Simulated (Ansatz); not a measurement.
Basis-set extrapolation for C₆H₁₃N, SMILES `CC1CCCCN1` (PBE0-D4/def2-TZVP geometry, frozen core, Ansatz 0.2.0). Multiplicity 1, RHF reference.

```json
{"": "HF", "def2-TZVPP": "-289.334293", "def2-QZVPP": "-289.347792"}
{"": "MP2 correlation", "def2-TZVPP": "-1.250213", "def2-QZVPP": "-1.329286"}
{"": "CCSD(T) correlation", "def2-TZVPP": "-1.368237", "def2-QZVPP": "not run"}
```

Energies in hartree. Use E(X) = E(∞) + A·exp(−7.88·√X) for Hartree–Fock and E(X) = E(∞) + B·X^(−2.97) for correlation, with X = 3 and 4, and add CCSD(T) minus MP2 of the smaller set to the MP2 limit.

Task: What is the CCSD(T) energy at the basis-set limit?

Result: HF limit: -289.347792 + (-0.013499) × 0.13774 = -289.34965. MP2 limit: -1.329286 + (-0.079073) × 0.74074 = -1.38786. Higher-order term: -1.368237 − (-1.250213) = -0.11802. Total: -290.85553 hartree, 4.16 eV below CCSD(T)/def2-TZVPP.
